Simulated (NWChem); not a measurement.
System: CF2, singlet; SMILES F[C]F

NWChem input:

```
start job
memory heap 200 mb stack 900 mb global 1100 mb
geometry units angstroms
  F     -1.032038    -0.211108     0.018416
  C     -0.012718     0.598169     0.000107
  F      1.040077    -0.167051    -0.018484
end
basis spherical
  * library def2-svp
end
dft
  xc pbe0
  iterations 150
end
driver
  maxiter 120
end
task dft optimize
task dft freq
```

Parts of the log:

```
             Northwest Computational Chemistry Package (NWChem) 7.3.0
             --------------------------------------------------------

 C2V symmetry detected

                             Geometry "geometry" -> ""
                             -------------------------

 Output coordinates in angstroms (scale by  1.889725989 to convert to a.u.)

  No.       Tag          Charge          X              Y              Z
 ---- ---------------- ---------- -------------- -------------- --------------
    1 F                    9.0000     1.03645588     0.00000000    -0.19685660
    2 C                    6.0000     0.00000000     0.00000000     0.59056981
    3 F                    9.0000    -1.03645588     0.00000000    -0.19685660

 Effective nuclear repulsion energy (a.u.)      64.5846889372

      Symmetry information
      --------------------

 Group name             C2v
 Group number             16
 Group order               4
 No. of unique centers     2

                                Z-matrix (autoz)
                                --------

 Units are Angstrom for bonds and degrees for angles

      Type          Name      I     J     K     L     M      Value
      ----------- --------  ----- ----- ----- ----- ----- ----------
    1 Stretch                  1     2                       1.30165
    2 Stretch                  2     3                       1.30165
    3 Bend                     1     2     3               105.54996

                           NWChem Geometry Optimization
                           ----------------------------

 maximum gradient threshold         (gmax) =   0.000450
 rms gradient threshold             (grms) =   0.000300
 maximum cartesian step threshold   (xmax) =   0.001800
 rms cartesian step threshold       (xrms) =   0.001200
 fixed trust radius                (trust) =   0.300000
 source of zmatrix                         =   autoz

          -------------------
          Energy Minimization
          -------------------

 Using diagonal initial Hessian
 Scaling for Hessian diagonals: bonds = 1.00  angles = 0.25  torsions = 0.10

          --------
          Step   0

                                 NWChem DFT Module
                                 -----------------

 Summary of "ao basis" -> "ao basis" (spherical)
 ------------------------------------------------------------------------------
       Tag                 Description            Shells   Functions and Types
 ---------------- ------------------------------  ------  ---------------------
 F                          def2-svp                 6       14   3s2p1d
 C                          def2-svp                 6       14   3s2p1d

      Symmetry analysis of basis
      --------------------------

        a1         17
        a2          5
        b1         13
        b2          7

            General Information
            -------------------
          SCF calculation type: DFT
          Wavefunction type:  closed shell.
          No. of atoms     :     3
          No. of electrons :    24
           Alpha electrons :    12
            Beta electrons :    12
          Charge           :     0
          Spin multiplicity:     1
          Use of symmetry is: on ; symmetry adaption is: on
          Maximum number of iterations: 150
          AO basis - number of functions:    42
                     number of shells:    18
          Convergence on energy requested:  1.00D-06
          Convergence on density requested:  1.00D-05
          Convergence on gradient requested:  5.00D-04

              XC Information
              --------------
                         PBE0 Method XC Functional
                     Hartree-Fock (Exact) Exchange  0.250
          PerdewBurkeErnzerhof Exchange Functional  0.750
            Perdew 1991 LDA Correlation Functional  1.000 local
           PerdewBurkeErnz. Correlation Functional  1.000 non-local

             Grid Information
             ----------------
          Grid used for XC integration:  medium
          Radial quadrature: Mura-Knowles
          Angular quadrature: Lebedev.
          Tag              B.-S. Rad. Rad. Pts. Rad. Cut. Ang. Pts.
          ---              ---------- --------- --------- ---------
          F                   0.50       49           6.0       434
          C                   0.70       49           5.0       434
          Grid pruning is: on
          Number of quadrature shells:    98
          Spatial weights used:  Erf1

      Superposition of Atomic Density Guess
      -------------------------------------

 Sum of atomic energies:        -236.20983326

      Non-variational initial energy
      ------------------------------

 Total energy =    -236.763597
 1-e energy   =    -456.942648
 2-e energy   =     155.594362
 HOMO         =      -0.284740
 LUMO         =       0.010688

      Symmetry analysis of molecular orbitals - initial
      -------------------------------------------------

  Numbering of irreducible representations:

     1 a1          2 a2          3 b1          4 b2

  Orbital symmetries:

     1 a1          2 b1          3 a1          4 a1          5 b1
     6 a1          7 b1          8 a1          9 b2         10 a2
    11 b1         12 a1         13 b2         14 b1         15 a1
    16 a1         17 b2         18 a1         19 b1         20 a1
    21 b1         22 a1

   convergence    iter        energy       DeltaE   RMS-Dens  Diis-err
 ---------------- ----- ----------------- --------- --------- ---------
 d= 0,ls=0.0,diis     1   -237.1894666841 -3.02D+02  2.58D-02  7.60D-01
 d= 0,ls=0.0,diis     2   -237.1276062336  6.19D-02  1.44D-02  1.65D+00
 d= 0,ls=0.0,diis     3   -237.2753317936 -1.48D-01  2.15D-03  2.40D-02
 d= 0,ls=0.0,diis     4   -237.2771362096 -1.80D-03  4.01D-04  8.22D-04
 d= 0,ls=0.0,diis     5   -237.2772064317 -7.02D-05  6.36D-05  4.10D-06
 d= 0,ls=0.0,diis     6   -237.2772069869 -5.55D-07  9.42D-06  1.27D-07

         Total DFT energy =     -237.277206986934
      One electron energy =     -456.586818250892
           Coulomb energy =      180.713747392518
    Exchange-Corr. energy =      -25.988825065716
 Nuclear repulsion energy =       64.584688937156

 Numeric. integr. density =       23.999995376418

                  Occupations of the irreducible representations
                  ----------------------------------------------

                     irrep           alpha         beta
                     --------     --------     --------
                     a1                6.0          6.0
                     a2                1.0          1.0
                     b1                4.0          4.0
                     b2                1.0          1.0

                       DFT Final Molecular Orbital Analysis
                       ------------------------------------

 Vector   10  Occ=2.000000D+00  E=-4.984033D-01  Symmetry=a2
              MO Center=  9.6D-16, -1.3D-16, -1.8D-01, r^2= 1.5D+00
   Bfn.  Coefficient  Atom+Function         Bfn.  Coefficient  Atom+Function
  ----- ------------  ---------------      ----- ------------  ---------------
     5      0.485025  1 F  py                33     -0.485025  3 F  py
     8     -0.329811  1 F  py                36      0.329811  3 F  py
    24     -0.036723  2 C  d -2

 Vector   11  Occ=2.000000D+00  E=-4.727911D-01  Symmetry=b1
              MO Center=  3.6D-15, -8.1D-17, -1.6D-01, r^2= 1.6D+00
   Bfn.  Coefficient  Atom+Function         Bfn.  Coefficient  Atom+Function
  ----- ------------  ---------------      ----- ------------  ---------------
     4      0.406416  1 F  px                32      0.406416  3 F  px
     6      0.293902  1 F  pz                34     -0.293902  3 F  pz
     7     -0.266951  1 F  px                35     -0.266951  3 F  px
     9     -0.190594  1 F  pz                37      0.190594  3 F  pz
    21     -0.065191  2 C  px                27      0.027900  2 C  d  1

 Vector   12  Occ=2.000000D+00  E=-3.122769D-01  Symmetry=a1
              MO Center=  3.4D-17,  4.7D-16,  7.7D-01, r^2= 1.2D+00
   Bfn.  Coefficient  Atom+Function         Bfn.  Coefficient  Atom+Function
  ----- ------------  ---------------      ----- ------------  ---------------
    17      0.528523  2 C  s                 20      0.419808  2 C  pz
    16      0.399593  2 C  s                  6      0.266080  1 F  pz
    34      0.266080  3 F  pz                 9     -0.199802  1 F  pz
    37     -0.199802  3 F  pz                15     -0.177498  2 C  s
    23      0.154922  2 C  pz                 3     -0.104014  1 F  s

 Vector   13  Occ=0.000000D+00  E=-7.899906D-02  Symmetry=b2
              MO Center= -9.6D-16, -1.1D-15,  4.8D-01, r^2= 1.3D+00
   Bfn.  Coefficient  Atom+Function         Bfn.  Coefficient  Atom+Function
  ----- ------------  ---------------      ----- ------------  ---------------
    19      0.645000  2 C  py                22      0.514625  2 C  py
     5      0.271048  1 F  py                33      0.271048  3 F  py
     8     -0.242122  1 F  py                36     -0.242122  3 F  py

[...]

      ----------------------
      Optimization converged
      ----------------------

  Step       Energy      Delta E   Gmax     Grms     Xrms     Xmax
  ---- ---------------- -------- -------- -------- -------- --------
@    3    -237.27747365 -5.4D-09  0.00000  0.00000  0.00005  0.00011
                                     ok       ok       ok       ok

                                Z-matrix (autoz)
                                --------

 Units are Angstrom for bonds and degrees for angles

      Type          Name      I     J     K     L     M      Value     Gradient
      ----------- --------  ----- ----- ----- ----- ----- ---------- ----------
    1 Stretch                  1     2                       1.29193   -0.00000
    2 Stretch                  2     3                       1.29193   -0.00000
    3 Bend                     1     2     3               104.81671   -0.00000

                         Geometry "geometry" -> "geometry"
                         ---------------------------------

 Output coordinates in angstroms (scale by  1.889725989 to convert to a.u.)

  No.       Tag          Charge          X              Y              Z
 ---- ---------------- ---------- -------------- -------------- --------------
    1 F                    9.0000     1.02370068     0.00000000    -0.19708710
    2 C                    6.0000     0.00000000     0.00000000     0.59103080
    3 F                    9.0000    -1.02370068     0.00000000    -0.19708710

 Effective nuclear repulsion energy (a.u.)      65.1723910058

      Symmetry information
      --------------------

 Group name             C2v
 Group number             16
 Group order               4
 No. of unique centers     2

                Final and change from initial internal coordinates
                --------------------------------------------------

                                Z-matrix (autoz)
                                --------

 Units are Angstrom for bonds and degrees for angles

      Type          Name      I     J     K     L     M      Value       Change
      ----------- --------  ----- ----- ----- ----- ----- ---------- ----------
    1 Stretch                  1     2                       1.29193   -0.00971
    2 Stretch                  2     3                       1.29193   -0.00971
    3 Bend                     1     2     3               104.81671   -0.73325

 ==============================================================================
                                internuclear distances
 ------------------------------------------------------------------------------
       center one      |      center two      | atomic units |  angstroms
 ------------------------------------------------------------------------------
    2 C                |   1 F                |     2.44140  |     1.29193
    3 F                |   2 C                |     2.44140  |     1.29193
 ------------------------------------------------------------------------------
                         number of included internuclear distances:          2
 ==============================================================================

[second-derivative integrals and response iterations left out]

  Vibrational analysis via the FX method

  See chapter 2 in "Molecular Vibrations" by Wilson, Decius and Cross

  Vib: Default input used

 ---------------------------- Atom information ----------------------------
     atom    #        X              Y              Z            mass
 --------------------------------------------------------------------------
    F        1  1.9345138D+00  0.0000000D+00 -3.7244061D-01  1.8998400D+01
    C        2  0.0000000D+00  0.0000000D+00  1.1168863D+00  1.2000000D+01
    F        3 -1.9345138D+00  0.0000000D+00 -3.7244061D-01  1.8998400D+01
 --------------------------------------------------------------------------

[unprojected Hessian and modes left out]

        Vibrational analysis via the FX method
  --- with translations and rotations projected out ---
  --- via the Eckart algorithm                      ---
 Projected Nuclear Hessian trans-rot subspace norm:5.3926D-33
                         (should be close to zero!)

[projected Hessian left out]

 Rotational Constants
 --------------------
 A=   2.975991 cm-1  (  4.281692 K)
 B=   0.423357 cm-1  (  0.609103 K)
 C=   0.370632 cm-1  (  0.533245 K)

 Temperature                      =   298.15K
 frequency scaling parameter      =   1.0000

 Zero-Point correction to Energy  =    4.607 kcal/mol  (  0.007342 au)
 Thermal correction to Energy     =    6.472 kcal/mol  (  0.010314 au)
 Thermal correction to Enthalpy   =    7.064 kcal/mol  (  0.011258 au)

 Total Entropy                    =   57.398 cal/mol-K
   - Translational                =   37.635 cal/mol-K (mol. weight =  49.9968)
   - Rotational                   =   19.388 cal/mol-K (symmetry #  =        2)
   - Vibrational                  =    0.375 cal/mol-K

 Cv (constant volume heat capacity) =    7.131 cal/mol-K
   - Translational                  =    2.979 cal/mol-K
   - Rotational                     =    2.979 cal/mol-K
   - Vibrational                    =    1.172 cal/mol-K

[normal modes left out]

 ----------------------------------------------------------------------------
 Normal Eigenvalue ||           Projected Infra Red Intensities
  Mode   [cm**-1]  || [atomic units] [(debye/angs)**2] [(KM/mol)] [arbitrary]
 ------ ---------- || -------------- ----------------- ---------- -----------
    1       -0.000 ||    0.000038           0.001         0.037       0.007
    2        0.000 ||    0.000585           0.013         0.570       0.106
    3        0.000 ||    0.003706           0.085         3.612       0.671
    4        0.000 ||    0.000585           0.013         0.570       0.106
    5        0.000 ||    0.000261           0.006         0.254       0.047
    6        0.000 ||    0.000309           0.007         0.301       0.056
    7      696.022 ||    0.005511           0.127         5.373       0.999
    8     1226.088 ||    0.363097           8.377       353.965      65.793
    9     1302.256 ||    0.122598           2.828       119.515      22.215
 ----------------------------------------------------------------------------
```

Level: PBE0/def2-SVP. Low-valent species are run as closed-shell singlets; no triplet was tried in these runs.
